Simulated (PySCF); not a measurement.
A run for PySCF: R-B3LYP/LANL2DZ on BrGeH3O (SMILES [OH][GeH2][Br]), a point of a torsion scan.

```python
from pyscf import gto, scf, dft, mp
from pyscf.data.elements import chemcore

mol = gto.M(
    atom='''
    O     1.25596474    0.16447057   -0.45841944
    Ge   -0.36260238   -0.18917344    0.01866418
    Br   -0.29254236   -1.47549881    1.89425332
    H     1.86197834    0.63257624    0.11307122
    H    -0.88307787   -0.99024927   -1.13178787
    H    -1.12928211    1.06669789    0.35869899
    ''',
    basis='lanl2dz',
    ecp={'Br': 'lanl2dz', 'Ge': 'lanl2dz'},
    charge=0, spin=0, verbose=3, max_memory=1800)
mf = dft.RKS(mol, xc='b3lyp')
mf.conv_tol = 1e-8
mf.max_cycle = 100
mf.kernel()
if not mf.converged:
    mf = mf.newton().run(mf.mo_coeff, mf.mo_occ)
```

The log:

```
converged SCF energy = -93.993610071187
```

The run converged.

Cost: roughly 2.6 core-seconds.
